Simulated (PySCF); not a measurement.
Computed shifts of a molecule C2H9GeN, KT2/pcSseg-1 (PySCF), GIAO, gas phase, equivalent atoms averaged, in ppm (number of nuclei): ¹⁵N: 4.2 (1). ¹³C: 15.1 (1), 12.6 (1). ¹H: 5.49 (1), 5.00 (1), 1.49 (3), 1.45 (1), 1.06 (1), -0.03 (1), -0.14 (1). References: ⁷³Ge against GeH4 (σ = 1669.3 ppm); ¹⁵N against NH3 (σ = 266.2 ppm); ¹³C against TMS (σ = 185.1 ppm); ¹H against TMS (σ = 31.47 ppm), references at their B3LYP-D3(BJ)/def2-TZVP geometries, non-relativistic. Geometry optimised at B3LYP-D3(BJ)/def2-SVP. One conformer was computed; it need not be the lowest.

Which molecule gave these data?
A) C[CH2][GeH2][NH2]
B) [CH3][GeH]([CH3])[NH2]
C) CN[CH2][GeH3]
D) C[NH][GeH2][CH3]

A, C[CH2][GeH2][NH2]
